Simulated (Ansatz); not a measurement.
Consider the atomization: `[F][Al]1[CH]=[CH]1` → Al• + 2 C• + F• + 2 H•.

Program: Ansatz. Geometries: PBE0-D4/def2-TZVP. ΔE: electronic, gas phase. CBS: MP2 limit from def2 TZ/QZ plus the TZ coupled-cluster correction, frozen cores. This one scheme is used for every species, atoms too. DFT in def2-TZVPP. B3LYP here is the variant with VWN-RPA as its local correlation; programs differ in this. Open shells (•) are unrestricted, without spin–orbit coupling. Spin–orbit coupling would lower the free atoms: a little for Al, C, F.

`[F][Al]1[CH]=[CH]1`:

```xyz
6

F     1.990   -1.113    1.608
Al    0.822   -0.460    0.664
C    -0.871   -0.129    0.036
C     0.088    0.567   -0.669
H    -1.946   -0.108   -0.135
H    -0.082    1.243   -1.505
```

```tsv
species	B3LYP energy (Eh)
`[F][Al]1[CH]=[CH]1`	-419.78510
Al•	-242.38761
C•	-37.85948
F•	-99.77015
H•	-0.50215
```

Task: Work out ΔE.

Result: ΔE = 2 × (-37.85948) + 2 × (-0.50215) + (-242.38761) + (-99.77015) − (-419.78510) = 0.90408 Eh = +2373.7 kJ/mol. CCSD(T)/CBS gives +2410.9 kJ/mol.

Largest T1 diagnostic among the species: 0.018.

From BLYP to BHLYP (50 % exact exchange), in def2-TZVPP and without D4, ΔE moves by −88.8 kJ/mol: exact exchange takes away binding that semilocal exchange gives to molecules. The D4 term adds +15.4 kJ/mol with B3LYP and +7.9 kJ/mol with PBE0; it sums over pairs of atoms, weighted by their polarisabilities, and B3LYP, whose exchange is more repulsive, gets the larger term. Leaving LDA and LC-ωPBE aside and taking each functional with its dispersion term where it has one, the values, not all of them listed here, spread over 170.5 kJ/mol, from BHLYP-D4 to PBE-D4. LDA lies +305.9 kJ/mol from PBE without D4, its usual overbinding.

For atomizations the MP2-based limit and the directly extrapolated one differ by several kJ/mol either way, and by 10 to 25 for some Ge, Se and Sn compounds, so smaller differences from it don't rank the levels.
